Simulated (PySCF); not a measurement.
## C5H6F3Si: g tensor and hyperfine couplings

Species: C₅H₆F₃Si (doublet state).
Atom-mapped SMILES: `[CH3:1][C:2]#[C:3][Si@@H:4]([CH2:5][F:6])[C:7]([F:8])[F:9]` (hydrogens: H10, H11, H12 on C1; H13 on Si4; H14, H15 on C5)

Cartesian coordinates in Å at the GFN2-xTB level; atoms count from 1:
```xyz
15
C5H6F3Si angstrom
C      3.2053   -0.2968   -0.7030
C      1.7738   -0.1570   -0.6056
C      0.5722   -0.0643   -0.5280
Si    -1.2504    0.1761   -0.3705
C     -1.8650   -1.1961    0.8204
F     -3.2431   -1.1887    0.8956
C     -1.6905    1.8026    0.4557
F     -1.4657    2.0647    1.7432
F     -1.7285    2.9559   -0.2130
H      3.5602    0.1692   -1.6215
H      3.4788   -1.3515   -0.7097
H      3.6825    0.1881    0.1482
H     -1.9562    0.1685   -1.6480
H     -1.5802   -2.1917    0.4720
H     -1.4976   -1.0710    1.8422
```

The hyperfine couplings belong to this conformer and change with its torsions.

Method used: PySCF, UKS B3LYP, pcH-1 on C F H Si, non-relativistic, mean-field spin-orbit, GIAO. Isolated species at its GFN2-xTB geometry (one conformer only). GFN2-xTB frequencies show an imaginary mode (25i cm⁻¹), so this geometry is no minimum at that level. A GFN2-xTB geometry isn't a minimum of the functional, and hyperfine couplings can be far from their values at a DFT geometry. No stability test was run, so a lower SCF solution isn't excluded.

| Item | Value |
| --- | --- |
| g1, g2, g3 | 2.00173, 2.00505, 2.00572 |
| g_iso | 2.00417 |
| Form of g | rhombic: the two nearest values differ by 17 % of g3 − g1 |
| ⟨S²⟩ | 0.7534 (exact 0.7500) |
| α and β electrons | 39, 38 |
| HOMO–LUMO gap, α and β orbitals | 5.39, 5.70 eV |
| Total energy | -783.08912 Eh |

Hyperfine couplings atom by atom, in mT; T1 to T3 are the principal values of the dipolar part; ρ(0) is the spin density at the nucleus (MHz turned into mT with g_iso):

```json
{"atom": "C1", "isotope": "13C", "a_iso": "-0.02", "of which spin–orbit": "0.00", "T1": "-0.01", "T2": "0.00", "T3": "0.01", "Mulliken spin population": "0.00", "ρ(0) (bohr⁻³)": "-0.0004"}
{"atom": "C2", "isotope": "13C", "a_iso": "0.29", "of which spin–orbit": "0.00", "T1": "-0.11", "T2": "-0.06", "T3": "0.16", "Mulliken spin population": "0.03", "ρ(0) (bohr⁻³)": "0.0072"}
{"atom": "C3", "isotope": "13C", "a_iso": "2.02", "of which spin–orbit": "0.00", "T1": "-0.12", "T2": "-0.07", "T3": "0.19", "Mulliken spin population": "0.01", "ρ(0) (bohr⁻³)": "0.0504"}
{"atom": "Si4", "isotope": "29Si", "a_iso": "-0.53", "of which spin–orbit": "0.00", "T1": "-0.27", "T2": "0.03", "T3": "0.24", "Mulliken spin population": "0.02", "ρ(0) (bohr⁻³)": "0.0168"}
{"atom": "C5", "isotope": "13C", "a_iso": "0.03", "of which spin–orbit": "0.00", "T1": "-0.02", "T2": "-0.01", "T3": "0.04", "Mulliken spin population": "0.00", "ρ(0) (bohr⁻³)": "0.0006"}
{"atom": "F6", "isotope": "19F", "a_iso": "0.33", "of which spin–orbit": "0.00", "T1": "-0.13", "T2": "-0.12", "T3": "0.25", "Mulliken spin population": "0.00", "ρ(0) (bohr⁻³)": "0.0022"}
{"atom": "C7", "isotope": "13C", "a_iso": "6.25", "of which spin–orbit": "0.00", "T1": "-2.87", "T2": "-2.85", "T3": "5.71", "Mulliken spin population": "0.82", "ρ(0) (bohr⁻³)": "0.1560"}
{"atom": "F8", "isotope": "19F", "a_iso": "5.65", "of which spin–orbit": "0.04", "T1": "-8.58", "T2": "-7.69", "T3": "16.28", "Mulliken spin population": "0.06", "ρ(0) (bohr⁻³)": "0.0374"}
{"atom": "F9", "isotope": "19F", "a_iso": "5.59", "of which spin–orbit": "0.04", "T1": "-8.72", "T2": "-7.82", "T3": "16.54", "Mulliken spin population": "0.06", "ρ(0) (bohr⁻³)": "0.0370"}
{"atom": "H10", "isotope": "1H", "a_iso": "0.00", "of which spin–orbit": "0.00", "T1": "-0.02", "T2": "-0.02", "T3": "0.03", "Mulliken spin population": "0.00", "ρ(0) (bohr⁻³)": "0.0000"}
{"atom": "H11", "isotope": "1H", "a_iso": "0.11", "of which spin–orbit": "0.00", "T1": "-0.02", "T2": "-0.02", "T3": "0.04", "Mulliken spin population": "0.00", "ρ(0) (bohr⁻³)": "0.0007"}
{"atom": "H12", "isotope": "1H", "a_iso": "0.10", "of which spin–orbit": "0.00", "T1": "-0.02", "T2": "-0.02", "T3": "0.04", "Mulliken spin population": "0.00", "ρ(0) (bohr⁻³)": "0.0006"}
{"atom": "H13", "isotope": "1H", "a_iso": "-0.09", "of which spin–orbit": "0.00", "T1": "-0.15", "T2": "-0.09", "T3": "0.24", "Mulliken spin population": "0.00", "ρ(0) (bohr⁻³)": "-0.0005"}
{"atom": "H14", "isotope": "1H", "a_iso": "-0.07", "of which spin–orbit": "0.00", "T1": "-0.05", "T2": "-0.04", "T3": "0.08", "Mulliken spin population": "0.00", "ρ(0) (bohr⁻³)": "-0.0004"}
{"atom": "H15", "isotope": "1H", "a_iso": "0.01", "of which spin–orbit": "0.00", "T1": "-0.08", "T2": "-0.07", "T3": "0.14", "Mulliken spin population": "0.00", "ρ(0) (bohr⁻³)": "0.0000"}
```

The Mulliken spin populations are largest on C7 (+0.82), F9 (+0.06) and F8 (+0.06). No atom but C7 exceeds +0.15. The angles at C7 add up to 354.8°, so it is nearly planar.

Axes: g2 points within 14° of the Si4–C7 bond.

Under fast tumbling the dipolar parts average out, and these isotropic splittings remain: 2 × 19F (F8/F9, I = 1/2, 3 lines) with 5.62 mT, 1 × 19F (F6, I = 1/2, 2 lines) with 0.33 mT, 1 × 1H (H13, I = 1/2, 2 lines) with 0.09 mT, 3 × 1H (H10/H11/H12, I = 1/2, 4 lines) with 0.07 mT and 1 × 1H (H14, I = 1/2, 2 lines) with 0.07 mT.

Means are taken over nuclei equivalent by connectivity, which assumes that they swap fast.

The 13C coupling of C7 (175.5 MHz) shows only in satellite lines or after enrichment, since that isotope makes up about 1.07 % of natural carbon.

The 29Si coupling of Si4 (-14.9 MHz) shows only in satellite lines or after enrichment, since that isotope makes up about 4.7 % of natural silicon.
